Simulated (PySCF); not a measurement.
C3H6BNO2, SMILES C/N=C1\COB1O. Atoms are numbered in the order given.

```xyz
13

C     -0.2582    -2.6868     0.0000
N     -0.8911    -1.3872     0.0000
C     -0.1632    -0.3416     0.0000
C      1.3579    -0.0515     0.0000
O      1.1230     1.3986     0.0000
B     -0.2635     1.2410     0.0000
O     -1.2122     2.2033     0.0000
H     -0.6087    -3.2603     0.8851
H      0.8590    -2.6816     0.0000
H     -0.6087    -3.2603    -0.8851
H      1.9180    -0.3640    -0.9083
H      1.9180    -0.3640     0.9083
H     -0.8269     3.0999     0.0000
```

Coordinates come from a PBE-D3(BJ)/def2-SVP optimisation. The structure was generated by enumeration; whether it is a known compound was not checked. Other conformers were not sampled.

All values below come from PBE/pcSseg-1 run with PySCF.

GIAO shieldings, no solvent; atoms alike by connectivity are averaged. δ = σ(ref) − σ: ¹³C against TMS (σ = 182.0 ppm); ¹⁵N against NH3 (σ = 267.0 ppm); ¹⁷O against H2O (σ = 334.3 ppm); ¹¹B against BF3 (σ = 83.9 ppm); ¹H against TMS (σ = 31.49 ppm), references at their B3LYP-D3(BJ)/def2-TZVP geometries, non-relativistic.

```json
[
 {"atoms": "C3", "nucleus": "¹³C", "count": "1", "δ (ppm)": "185.8"},
 {"atoms": "C4", "nucleus": "¹³C", "count": "1", "δ (ppm)": "…"},
 {"atoms": "C1", "nucleus": "¹³C", "count": "1", "δ (ppm)": "52.1"},
 {"atoms": "N2", "nucleus": "¹⁵N", "count": "1", "δ (ppm)": "…"},
 {"atoms": "O5", "nucleus": "¹⁷O", "count": "1", "δ (ppm)": "190.3"},
 {"atoms": "O7", "nucleus": "¹⁷O", "count": "1", "δ (ppm)": "123.8"},
 {"atoms": "B6", "nucleus": "¹¹B", "count": "1", "δ (ppm)": "…"},
 {"atoms": "H11, H12", "nucleus": "¹H", "count": "2", "δ (ppm)": "…"},
 {"atoms": "H13", "nucleus": "¹H", "count": "1", "δ (ppm)": "4.59"},
 {"atoms": "H8, H9, H10", "nucleus": "¹H", "count": "3", "δ (ppm)": "…"}
]
```

Task: Complete the blanks. (The exact figures need the calculation; the answer reports its results.)

Result: 
- N2, δ (ppm): 425.3
- C4, δ (ppm): 83.0
- B6, δ (ppm): 17.0
- H8, H9, H10, δ (ppm): 4.09
- H11, H12, δ (ppm): 5.46
